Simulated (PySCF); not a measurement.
C4H10B (SMILES CC[B]CC), doublet, at a GFN2-xTB geometry; PySCF with MN15/def2-SV(P).

PySCF was given this input:
```python
from pyscf import gto, scf, dft

mol = gto.M(
    atom='''
C     2.55212028   -0.07843849   -0.01544216
C     1.05655245   -0.00288077   -0.34797966
B     0.04156866   -0.02548473    0.83927387
C    -1.51732436    0.02806243    0.73690154
C    -2.10609985    0.06146758   -0.68549591
H     2.84591760    0.75773816    0.61521392
H     2.77845154   -0.99977036    0.51670143
H     3.15644481   -0.05098582   -0.92124247
H     0.88251678    0.91104010   -0.92989826
H     0.81602139   -0.83073037   -1.02679224
H    -1.88561090    0.90774568    1.27658887
H    -1.95683364   -0.82525043    1.26495210
H    -1.81592791   -0.82862133   -1.23934096
H    -1.74642232    0.93309464   -1.22769903
H    -3.19389164    0.10389871   -0.65275541
''',
    basis='def2-sv(p)',
    spin=1,
    verbose=4,
)

mf = dft.UKS(mol)
mf.xc = 'mn15'
mf.grids.prune = dft.gen_grid.treutler_prune
mf.kernel()
mf.analyze()
```

Output, abridged:

```
PySCF version 2.14.0

[INPUT] verbose = 4
[INPUT] num. atoms = 15
[INPUT] num. electrons = 39
[INPUT] charge = 0
[INPUT] spin (= nelec alpha-beta = 2S) = 1
[INPUT] symmetry False subgroup None
[INPUT] Mole.unit = angstrom
[INPUT] Symbol           X                Y                Z      unit          X                Y                Z       unit  Magmom
[INPUT]  1 C      2.552120280000  -0.078438490000  -0.015442160000 AA    4.822808366148  -0.148227263724  -0.029181453172 Bohr   0.0
[INPUT]  2 C      1.056552450000  -0.002880770000  -0.347979660000 AA    1.996594766738  -0.005443866328  -0.657586254319 Bohr   0.0
[INPUT]  3 B      0.041568660000  -0.025484730000   0.839273870000 AA    0.078553382765  -0.048159160058   1.585997757804 Bohr   0.0
[INPUT]  4 C     -1.517324360000   0.028062430000   0.736901540000 AA   -2.867327482531   0.053030307090   1.392542091370 Bohr   0.0
[INPUT]  5 C     -2.106099850000   0.061467580000  -0.685495910000 AA   -3.979951907488   0.116156891740  -1.295399529410 Bohr   0.0
[INPUT]  6 H      2.845917600000   0.757738160000   0.615213920000 AA    5.378004837080   1.431917596532   1.162585816820 Bohr   0.0
[INPUT]  7 H      2.778451540000  -0.999770360000   0.516701430000 AA    5.250512460976  -1.889292167858   0.976424190871 Bohr   0.0
[INPUT]  8 H      3.156444810000  -0.050985820000  -0.921242470000 AA    5.964816218205  -0.096349236036  -1.740895962618 Bohr   0.0
[INPUT]  9 H      0.882516780000   0.911040100000  -0.929898260000 AA    1.667715014533   1.721616277496  -1.757253035110 Bohr   0.0
[INPUT] 10 H      0.816021390000  -0.830730370000  -1.026792240000 AA    1.542056938887  -1.569852882659  -1.940356120429 Bohr   0.0
[INPUT] 11 H     -1.885610900000   0.907745680000   1.276588870000 AA   -3.563288178495   1.715390725957   2.412403337968 Bohr   0.0
[INPUT] 12 H     -1.956833640000  -0.825250430000   1.264952100000 AA   -3.697879650936  -1.559497296880   2.390413029693 Bohr   0.0
[INPUT] 13 H     -1.815927910000  -0.828621330000  -1.239340960000 AA   -3.431606411854  -1.565867374673  -2.342014989356 Bohr   0.0
[INPUT] 14 H     -1.746422320000   0.933094640000  -1.227699030000 AA   -3.300259882628   1.763293317900  -2.320014930094 Bohr   0.0
[INPUT] 15 H     -3.193891640000   0.103898710000  -0.652755410000 AA   -6.035580471138   0.196340106596  -1.233528951228 Bohr   0.0

nuclear repulsion = 156.091550078235
number of shells = 50
number of NR pGTOs = 160
number of NR cGTOs = 90
basis = def2-sv(p)
ecp = {}

******** <class 'pyscf.dft.uks.UKS'> ********
method = UKS
initial guess = minao
damping factor = 0
level_shift factor = 0
DIIS = <class 'pyscf.scf.diis.CDIIS'>
diis_start_cycle = 1
diis_space = 8
diis_damp = 0
SCF conv_tol = 1e-09
SCF conv_tol_grad = None
SCF max_cycles = 50
direct_scf = True
direct_scf_tol = 1e-13
number electrons alpha = 20  beta = 19
XC library pyscf.dft.libxc version 7.1.2
    S. Lehtola, C. Steigemann, M. J. T. Oliveira, and M. A. L. Marques,  SoftwareX 7, 1–5 (2018)
XC functionals = mn15
    H. S. Yu, X. He, S. L. Li, and D. G. Truhlar,  Chem. Sci. 7, 5032–5051 (2016)
    H. S. Yu, X. He, S. L. Li, and D. G. Truhlar,  Chem. Sci. 7, 5032–5051 (2016)
radial grids:
    Treutler-Ahlrichs [JCP 102, 346 (1995); DOI:10.1063/1.469408] (M4) radial grids

becke partition: Becke, JCP 88, 2547 (1988); DOI:10.1063/1.454033
pruning grids: <function treutler_prune>
grids dens level: 3
symmetrized grids: False
atomic radii adjust function: <function treutler_atomic_radii_adjust>
small_rho_cutoff = 0
Set gradient conv threshold to 3.16228e-05
tot grids = 144376
init E= -183.10356075047

cycle= 1 E= -182.734118916027  delta_E= 0.369  |g|= 0.254  |ddm|=  2.6
cycle= 2 E= -182.748627276796  delta_E= -0.0145  |g|= 0.22  |ddm|= 0.537
cycle= 3 E= -182.774840870087  delta_E= -0.0262  |g|= 0.0242  |ddm|= 0.228
cycle= 4 E= -182.775374368824  delta_E= -0.000533  |g|= 0.00656  |ddm|= 0.0721
cycle= 5 E= -182.775415897722  delta_E= -4.15e-05  |g|= 0.00267  |ddm|= 0.0155
cycle= 6 E= -182.775422476672  delta_E= -6.58e-06  |g|= 0.000922  |ddm|= 0.00847
cycle= 7 E= -182.775423207991  delta_E= -7.31e-07  |g|= 0.000249  |ddm|= 0.00267
cycle= 8 E= -182.775423253953  delta_E= -4.6e-08  |g|= 6.12e-05  |ddm|= 0.00047
cycle= 9 E= -182.775423258042  delta_E= -4.09e-09  |g|= 1.56e-05  |ddm|= 0.000157
cycle= 10 E= -182.77542325835  delta_E= -3.08e-10  |g|= 9.66e-06  |ddm|= 4.22e-05
Extra cycle  E= -182.77542325841  delta_E= -6.04e-11  |g|= 9.06e-06  |ddm|= 2.54e-05
converged SCF energy = -182.77542325841  <S^2> = 0.75308152  2S+1 = 2.0030792
**** SCF Summaries ****
Total Energy =                        -182.775423258410171
Nuclear Repulsion Energy =             156.091550078234889
One-electron Energy =                 -552.837154859057819
Two-electron Energy =                  213.970181522412787
Two-electron Coulomb Energy =          243.115945142885209
DFT Exchange-Correlation Energy =      -29.145763620472430
**** MO energy ****
                             alpha | beta                alpha | beta
MO #1   energy= -10.0310486181559  | -10.0306246356773  occ= 1 | 1
MO #2   energy= -10.0252351391909  | -10.0251884801363  occ= 1 | 1
MO #3   energy= -10.0251441185595  | -10.0249217284697  occ= 1 | 1
MO #4   energy= -10.0239468281285  | -10.0239741955362  occ= 1 | 1
MO #5   energy= -6.70711237489488  | -6.70023278189813  occ= 1 | 1
MO #6   energy= -0.800155832616694 | -0.797430885830634 occ= 1 | 1
MO #7   energy= -0.782707412042441 | -0.780948262621766 occ= 1 | 1
MO #8   energy= -0.659450472959913 | -0.655688442094873 occ= 1 | 1
MO #9   energy= -0.647096881361835 | -0.645156034811057 occ= 1 | 1
MO #10  energy= -0.495639799933014 | -0.491620597512162 occ= 1 | 1
MO #11  energy= -0.492224922407458 | -0.488427864291113 occ= 1 | 1
MO #12  energy= -0.474236767483777 | -0.474279786961383 occ= 1 | 1
MO #13  energy= -0.468767196481282 | -0.463890957545789 occ= 1 | 1
MO #14  energy= -0.415755291935589 | -0.404898987019213 occ= 1 | 1
MO #15  energy= -0.404700054167073 | -0.403431726821853 occ= 1 | 1
MO #16  energy= -0.390060023322171 | -0.387322723670075 occ= 1 | 1
MO #17  energy= -0.387824509768068 | -0.385358772533702 occ= 1 | 1
MO #18  energy= -0.383070253299313 | -0.382796915808253 occ= 1 | 1
MO #19  energy= -0.342662404552765 | -0.332895193668687 occ= 1 | 1
MO #20  energy= -0.189649218772058 | 0.00898346580258844 occ= 1 | 0
MO #21  energy= -0.0182586065265733 | 0.00959391731523633 occ= 0 | 0
MO #22  energy= 0.0954847573545594 | 0.0980955931296967 occ= 0 | 0
MO #23  energy= 0.12687694779724   | 0.131490294641725  occ= 0 | 0
MO #24  energy= 0.141318568718843  | 0.142917780794771  occ= 0 | 0
MO #25  energy= 0.150412736731673  | 0.15448595845361   occ= 0 | 0
MO #26  energy= 0.174473694214512  | 0.175617612895735  occ= 0 | 0
MO #27  energy= 0.175567818004521  | 0.17976561289117   occ= 0 | 0
MO #28  energy= 0.184727033783466  | 0.187298434048581  occ= 0 | 0

To work with the spin densities directly, `use mulliken_meta_spin()` only printing them here.

 ** Mulliken spin pop alpha/beta on meta-lowdin orthogonal AOs **
 ** Mulliken Spin Density (per AO)  **
spin_pop of  0 C 1s       -0.00000
spin_pop of  0 C 2s        0.00785
spin_pop of  0 C 3s        0.00008
spin_pop of  0 C 2px       0.00544
spin_pop of  0 C 2py       0.00143
spin_pop of  0 C 2pz       0.00044
spin_pop of  0 C 3px       0.00022
spin_pop of  0 C 3py       0.00004
spin_pop of  0 C 3pz       0.00035
spin_pop of  0 C 3dxy     -0.00001
spin_pop of  0 C 3dyz      0.00001
spin_pop of  0 C 3dz^2     0.00004
spin_pop of  0 C 3dxz     -0.00001
spin_pop of  0 C 3dx2-y2    0.00000
spin_pop of  1 C 1s        0.00000
spin_pop of  1 C 2s       -0.00229
spin_pop of  1 C 3s        0.00012
spin_pop of  1 C 2px      -0.00516
spin_pop of  1 C 2py      -0.00489
spin_pop of  1 C 2pz      -0.00725
spin_pop of  1 C 3px      -0.00005
spin_pop of  1 C 3py       0.00013
spin_pop of  1 C 3pz       0.00017
spin_pop of  1 C 3dxy     -0.00000
spin_pop of  1 C 3dyz      0.00005
spin_pop of  1 C 3dz^2     0.00013
spin_pop of  1 C 3dxz     -0.00009
spin_pop of  1 C 3dx2-y2    0.00008
spin_pop of  2 B 1s        0.00009
spin_pop of  2 B 2s        0.20988
spin_pop of  2 B 3s        0.01019
spin_pop of  2 B 2px       0.12997
spin_pop of  2 B 2py       0.01090
spin_pop of  2 B 2pz       0.59140
spin_pop of  2 B 3px       0.00081
spin_pop of  2 B 3py       0.00001
spin_pop of  2 B 3pz       0.00241
spin_pop of  2 B 3dxy     -0.00001
spin_pop of  2 B 3dyz     -0.00010
spin_pop of  2 B 3dz^2    -0.00046
spin_pop of  2 B 3dxz     -0.00058
spin_pop of  2 B 3dx2-y2    0.00045
spin_pop of  3 C 1s        0.00000
spin_pop of  3 C 2s       -0.00217
spin_pop of  3 C 3s        0.00013
spin_pop of  3 C 2px      -0.01163
spin_pop of  3 C 2py      -0.00388
spin_pop of  3 C 2pz      -0.00647
spin_pop of  3 C 3px       0.00027
spin_pop of  3 C 3py       0.00011
spin_pop of  3 C 3pz       0.00024
spin_pop of  3 C 3dxy      0.00004
spin_pop of  3 C 3dyz     -0.00003
spin_pop of  3 C 3dz^2     0.00006
spin_pop of  3 C 3dxz      0.00027
spin_pop of  3 C 3dx2-y2   -0.00006
spin_pop of  4 C 1s       -0.00000
spin_pop of  4 C 2s        0.00757
spin_pop of  4 C 3s        0.00004
spin_pop of  4 C 2px       0.00417
spin_pop of  4 C 2py       0.00155
spin_pop of  4 C 2pz       0.02210
spin_pop of  4 C 3px       0.00006
spin_pop of  4 C 3py      -0.00000
spin_pop of  4 C 3pz       0.00014
spin_pop of  4 C 3dxy      0.00001
spin_pop of  4 C 3dyz     -0.00001
spin_pop of  4 C 3dz^2     0.00001
spin_pop of  4 C 3dxz      0.00003
spin_pop of  4 C 3dx2-y2    0.00002
spin_pop of  5 H 1s       -0.00074
spin_pop of  5 H 2s        0.00052
spin_pop of  6 H 1s       -0.00073
spin_pop of  6 H 2s        0.00051
spin_pop of  7 H 1s        0.00115
spin_pop of  7 H 2s        0.00000
spin_pop of  8 H 1s        0.01374
spin_pop of  8 H 2s        0.00099
spin_pop of  9 H 1s        0.01476
spin_pop of  9 H 2s        0.00101
spin_pop of  10 H 1s        0.00068
spin_pop of  10 H 2s        0.00030
spin_pop of  11 H 1s        0.00164
spin_pop of  11 H 2s        0.00026
spin_pop of  12 H 1s       -0.00088
spin_pop of  12 H 2s        0.00011
spin_pop of  13 H 1s       -0.00089
spin_pop of  13 H 2s        0.00010
spin_pop of  14 H 1s        0.00301
spin_pop of  14 H 2s        0.00012
 ** Mulliken Spin Density (per atom)  **
spin density of  0 C =      0.01589
spin density of  1 C =     -0.01905
spin density of  2 B =      0.95495
spin density of  3 C =     -0.02313
spin density of  4 C =      0.03568
spin density of  5 H =     -0.00022
spin density of  6 H =     -0.00022
spin density of  7 H =      0.00115
spin density of  8 H =      0.01473
spin density of  9 H =      0.01577
spin density of  10 H =      0.00098
spin density of  11 H =      0.00191
spin density of  12 H =     -0.00078
spin density of  13 H =     -0.00079
spin density of  14 H =      0.00313
 ** Mulliken pop alpha/beta on meta-lowdin orthogonal AOs **
 ** Mulliken pop       alpha | beta **
In total            20.00000 | 19.00000
 ** Mulliken atomic charges   ( Nelec_alpha | Nelec_beta ) **
charge of  0C =     -0.24839  (     3.13214      3.11625 )
charge of  1C =     -0.26612  (     3.12354      3.14258 )
charge of  2B =      0.11906  (     2.91795      1.96299 )
charge of  3C =     -0.27043  (     3.12365      3.14678 )
charge of  4C =     -0.25215  (     3.14391      3.10824 )
charge of  5H =      0.08464  (     0.45757      0.45779 )
charge of  6H =      0.08452  (     0.45763      0.45785 )
charge of  7H =      0.08058  (     0.46028      0.45913 )
charge of  8H =      0.10175  (     0.45649      0.44176 )
charge of  9H =      0.10076  (     0.45751      0.44173 )
charge of  10H =      0.11011  (     0.44544      0.44445 )
charge of  11H =      0.10867  (     0.44662      0.44471 )
charge of  12H =      0.08116  (     0.45903      0.45981 )
charge of  13H =      0.08109  (     0.45906      0.45985 )
charge of  14H =      0.08475  (     0.45919      0.45606 )
Dipole moment(X, Y, Z, Debye): -0.53859,  0.06521, -0.80534
```
